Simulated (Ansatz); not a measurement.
Steps of a relaxation of `[CH3][GaH][CH2]O` with RKS PBE-D4/def2-SVP.

```sh
$ ansatz run in.yaml --threads 4 --pin off --events-out ev --progress --plain --max-ram 10444MiB
```

```yaml
crystal:
  periodic: [false, false, false]
  atoms:
    - {symbol: C, position_ang: [-0.599400, 1.365800, 0.298400]}
    - {symbol: Ga, position_ang: [0.405400, 0.050400, -0.970800]}
    - {symbol: C, position_ang: [0.770400, -0.923800, 0.467500]}
    - {symbol: O, position_ang: [0.183600, -2.072700, 0.129100]}
    - {symbol: H, position_ang: [-0.737800, 1.840000, 1.284700]}
    - {symbol: H, position_ang: [-0.200000, 2.174600, -0.400400]}
    - {symbol: H, position_ang: [-1.625800, 1.124400, -0.081000]}
    - {symbol: H, position_ang: [-0.110000, -0.031500, -2.223100]}
    - {symbol: H, position_ang: [1.115500, -0.966800, 1.588000]}
    - {symbol: H, position_ang: [1.706400, -0.825500, -0.135100]}
    - {symbol: H, position_ang: [-0.843000, -1.791900, 0.063100]}
basis:
  gaussian: {orbitals: def2-SVP}
hamiltonian: {xc: pbe, dispersion: d4}
relax: {f_tol: 0.03, max_steps: 200}
```

Positions (Å) and forces (eV/Å) along the path, 11 of 16 steps:

```xyz
11
step=1 energy=-56584.1658 eV
C    -0.599    1.366    0.298   -0.288    2.068   -2.810
Ga    0.405    0.050   -0.971   -2.053    4.264    3.706
C     0.770   -0.924    0.468    3.994   -1.559    4.185
O     0.184   -2.073    0.129   -4.951   -3.150   -1.008
H    -0.738    1.840    1.285    0.717   -0.610    0.354
H    -0.200    2.175   -0.400   -1.189    0.645    0.543
H    -1.626    1.124   -0.081   -0.062    0.433   -0.129
H    -0.110   -0.032   -2.223   -0.970   -0.327   -4.210
H     1.115   -0.967    1.588   -0.418    1.150   -1.629
H     1.706   -0.826   -0.135    2.757   -1.419    0.762
H    -0.843   -1.792    0.063    2.462   -1.495    0.236
11
step=2 energy=-56586.9855 eV
C    -0.646    1.492    0.222   -0.174    0.935   -1.215
Ga    0.313    0.096   -0.867   -1.785    2.745    2.296
C     0.865   -1.040    0.482    2.502   -0.554    0.944
O     0.150   -2.177    0.129   -2.394   -1.267   -0.403
H    -0.692    1.811    1.296    0.553   -0.636   -0.467
H    -0.299    2.337   -0.421   -0.847    0.640    0.301
H    -1.671    1.193   -0.105   -0.204    0.568   -0.019
H    -0.081   -0.010   -2.273   -0.001   -0.265   -1.716
H     1.124   -0.965    1.583   -0.286    0.470   -0.826
H     1.820   -0.934   -0.112    1.139   -1.594    0.841
H    -0.817   -1.860    0.086    1.496   -1.042    0.263
11
step=3 energy=-56588.4158 eV
C    -0.698    1.578    0.164   -0.648    0.616    0.595
Ga    0.211    0.187   -0.769   -0.036    0.262    0.308
C     0.948   -1.103    0.462    0.762   -0.082   -0.744
O     0.127   -2.233    0.125    0.547   -0.627    0.040
H    -0.639    1.757    1.278    0.234   -0.305   -0.842
H    -0.382    2.449   -0.420   -0.507    0.857    0.004
H    -1.730    1.272   -0.109   -0.345    0.640    0.045
H    -0.028   -0.016   -2.306    0.190   -0.084   -0.079
H     1.112   -0.939    1.550   -0.126    0.088   -0.140
H     1.929   -1.097   -0.075    0.297   -1.203    0.580
H    -0.786   -1.912    0.120   -0.368   -0.162    0.233
11
step=6 energy=-56589.3023 eV
C    -0.832    1.706    0.095   -0.171   -0.010   -0.029
Ga    0.211    0.258   -0.768    0.189    0.018    0.010
C     1.029   -1.207    0.338    0.137    0.101   -0.185
O     0.151   -2.325    0.069   -0.380    0.235    0.247
H    -0.653    1.765    1.186    0.025    0.033    0.004
H    -0.591    2.685   -0.371   -0.007   -0.017    0.027
H    -1.919    1.537   -0.066    0.023    0.038   -0.007
H     0.227    0.083   -2.342   -0.013    0.006   -0.028
H     1.112   -0.974    1.427    0.047   -0.127   -0.069
H     2.033   -1.496   -0.039   -0.056    0.006    0.120
H    -0.702   -2.088    0.493    0.207   -0.283   -0.090
11
step=9 energy=-56589.3683 eV
C    -0.900    1.619    0.075    0.013   -0.035    0.016
Ga    0.362    0.336   -0.775   -0.100   -0.130   -0.021
C     1.083   -1.220    0.261    0.203   -0.178   -0.095
O    -0.137   -2.027    0.119   -0.145    0.320    0.663
H    -0.847    1.621    1.183   -0.007    0.007   -0.049
H    -0.688    2.645   -0.293   -0.010   -0.029    0.030
H    -1.944    1.381   -0.229    0.075    0.003    0.006
H     0.516    0.302   -2.356    0.003    0.026    0.014
H     1.369   -1.060    1.324   -0.083   -0.059   -0.043
H     1.916   -1.782   -0.229   -0.258    0.169    0.091
H    -0.665   -1.873    0.942    0.308   -0.095   -0.613
11
step=10 energy=-56589.3832 eV
C    -0.898    1.600    0.081   -0.028   -0.049    0.006
Ga    0.354    0.317   -0.783    0.008   -0.063   -0.032
C     1.098   -1.216    0.265    0.076   -0.026    0.031
O    -0.125   -2.014    0.130   -0.048    0.192    0.236
H    -0.853    1.588    1.189    0.005   -0.003   -0.035
H    -0.679    2.631   -0.270    0.002   -0.036    0.015
H    -1.941    1.374   -0.231    0.047    0.016    0.008
H     0.503    0.282   -2.364   -0.016    0.010    0.026
H     1.378   -1.052    1.330   -0.035   -0.055   -0.069
H     1.922   -1.782   -0.224   -0.151    0.079    0.043
H    -0.693   -1.786    0.897    0.140   -0.065   -0.229
11
step=11 energy=-56589.3819 eV rejected
C    -0.902    1.583    0.077    0.033   -0.069   -0.016
Ga    0.369    0.325   -0.795   -0.005   -0.047    0.079
C     1.115   -1.197    0.268   -0.063   -0.032    0.063
O    -0.138   -1.934    0.129   -0.211   -0.090   -0.178
H    -0.853    1.553    1.183   -0.008    0.007    0.010
H    -0.691    2.620   -0.257   -0.003   -0.003    0.008
H    -1.940    1.348   -0.240    0.012    0.015   -0.001
H     0.511    0.286   -2.375    0.000   -0.016    0.021
H     1.371   -1.091    1.342    0.189    0.141   -0.011
H     1.892   -1.803   -0.234    0.118    0.042    0.006
H    -0.670   -1.749    0.923   -0.063    0.051    0.019
11
step=12 energy=-56589.3895 eV
C    -0.898    1.584    0.081   -0.001   -0.034   -0.005
Ga    0.359    0.313   -0.788   -0.012   -0.027    0.017
C     1.107   -1.206    0.272    0.011    0.014   -0.021
O    -0.132   -1.975    0.126    0.061    0.038   -0.045
H    -0.854    1.567    1.189    0.002   -0.008   -0.003
H    -0.674    2.617   -0.260    0.003   -0.004    0.008
H    -1.940    1.366   -0.236    0.008    0.004   -0.001
H     0.496    0.276   -2.368   -0.001   -0.008    0.012
H     1.384   -1.061    1.338   -0.001   -0.005   -0.011
H     1.911   -1.782   -0.226   -0.019    0.003    0.012
H    -0.693   -1.756    0.892   -0.050    0.028    0.037
11
step=14 energy=-56589.3958 eV
C    -0.907    1.511    0.085   -0.031    0.094    0.033
Ga    0.375    0.296   -0.826    0.010   -0.001   -0.014
C     1.139   -1.179    0.267    0.004   -0.028   -0.002
O    -0.160   -1.863    0.171   -0.069    0.045    0.091
H    -0.924    1.378    1.189   -0.009    0.020   -0.112
H    -0.633    2.571   -0.129   -0.037   -0.128    0.041
H    -1.935    1.362   -0.314    0.079    0.018    0.038
H     0.497    0.240   -2.403   -0.007    0.001   -0.001
H     1.452   -1.026    1.322    0.001   -0.005   -0.006
H     1.881   -1.830   -0.237   -0.042    0.036    0.029
H    -0.721   -1.518    0.895    0.101   -0.052   -0.096
11
step=15 energy=-56589.3966 eV
C    -0.901    1.505    0.083   -0.042    0.058    0.028
Ga    0.372    0.295   -0.840    0.005   -0.013    0.016
C     1.135   -1.169    0.268    0.040   -0.070   -0.023
O    -0.159   -1.862    0.176   -0.049    0.047    0.069
H    -0.930    1.346    1.182    0.000    0.010   -0.068
H    -0.616    2.565   -0.099   -0.018   -0.053    0.015
H    -1.927    1.376   -0.324    0.031    0.018    0.017
H     0.486    0.228   -2.416   -0.002    0.005   -0.007
H     1.446   -1.005    1.321   -0.005    0.004   -0.008
H     1.880   -1.821   -0.229   -0.030    0.028    0.030
H    -0.721   -1.517    0.898    0.071   -0.034   -0.070
11
step=16 energy=-56589.3975 eV
C    -0.907    1.515    0.078   -0.012   -0.014    0.021
Ga    0.365    0.292   -0.834    0.011    0.006   -0.011
C     1.138   -1.174    0.266    0.003    0.002    0.009
O    -0.153   -1.870    0.180   -0.011   -0.015   -0.020
H    -0.953    1.345    1.172   -0.007    0.005    0.010
H    -0.604    2.569   -0.087    0.016    0.011   -0.005
H    -1.928    1.407   -0.343   -0.003   -0.003   -0.009
H     0.477    0.227   -2.410   -0.002   -0.005   -0.014
H     1.453   -1.009    1.318    0.003    0.001    0.007
H     1.883   -1.822   -0.232    0.011    0.006   -0.006
H    -0.706   -1.537    0.912   -0.009    0.006    0.020
```

It took 32 s on 4 threads of an Arm Neoverse N1 on a shared host, with 0.15 GiB of host memory at the peak.
